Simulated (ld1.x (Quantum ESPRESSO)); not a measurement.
Which change was made? (Ga, TM)

gallium (Ga), norm-conserving Troullier–Martins (Kleinman–Bylander form), made with ld1.x (Quantum ESPRESSO) 7.5 (LDA (PZ), scalar-relativistic). Core [Ne], reference 3s2 3p6 3d10 4s2 4p1. Waves: 3s (bound): rc 1.10 bohr; 3p (bound): rc 0.70 bohr; 4f channel at 0.35 Ry: rc 1.20 bohr; 3d (bound): rc 1.15 bohr. Local part: the d channel. Core correction: none.

Occupied shells without a wave of their own: 4p, 4s. They enter only through the test configuration that unscreens the potential.

Cutoffs, loose and tight: the cutoffs (Ry, on a coarse ladder) from which the occupation-weighted sum of valence levels, in a spherical-Bessel basis at the reference potential, stays within 10 and 1 mRy of its value at 400 Ry. They do not see the model core or the augmentation charge, which bear on the density cutoff. Test errors are all-electron minus pseudo excitation energies from the reference, over the configurations 3s2 3p6 3d10 4s2 4p0; 3s2 3p6 3d10 4s1 4p0; 3s2 3p6 3d10 4s0 4p0; 3s2 3p6 3d9 4s0 4p0; 3s2 3p6 3d9 4s2 4p1; 3s2 3p6 3d10 4s2 4p1.3; 3s2 3p6 3d10 4s0 4p3 (two spin-polarised tests are not counted in the largest error); variants that change the core or the reference have their own tests.

The base gives: outcome: generated, misses its reference levels by 1.38 eV; cutoff, loose: 230 Ry; cutoff, tight: over 300 Ry; bound ghosts: none; largest test error (meV): -7538.

On the changes marked as counting shells twice: ld1.x takes every shell without a wave as core, so the model core holds the marked electrons as well and exchange and correlation see them twice. This cancels in the reference configuration, but the file is broken for other ones, and its errors say nothing about a proper core correction.

Task: After one change the result is: outcome: generated, misses its reference levels by 1.38 eV; cutoff, loose: 230 Ry; cutoff, tight: over 300 Ry; bound ghosts: none; largest test error (meV): -9450. Which change was it?
A. wave 3s (bound): rc 1.10 bohr becomes 3s (bound): rc 1.20 bohr
B. core correction a·sin(br)/r model core inside 0.68 bohr (4p, 4s counted twice)
C. wave 3d (bound): rc 1.15 bohr becomes 3d (bound): rc 1.26 bohr

Result: B. The others give: wave 3s (bound): rc 1.10 bohr becomes 3s (bound): rc 1.20 bohr → outcome: generated, misses its reference levels by 2.20 eV; cutoff, loose: 230 Ry; cutoff, tight: over 300 Ry; bound ghosts: none; largest test error (meV): -12283 | wave 3d (bound): rc 1.15 bohr becomes 3d (bound): rc 1.26 bohr → outcome: generated, misses its reference levels by 1.13 eV; cutoff, loose: 230 Ry; cutoff, tight: over 300 Ry; bound ghosts: none; largest test error (meV): -6155.
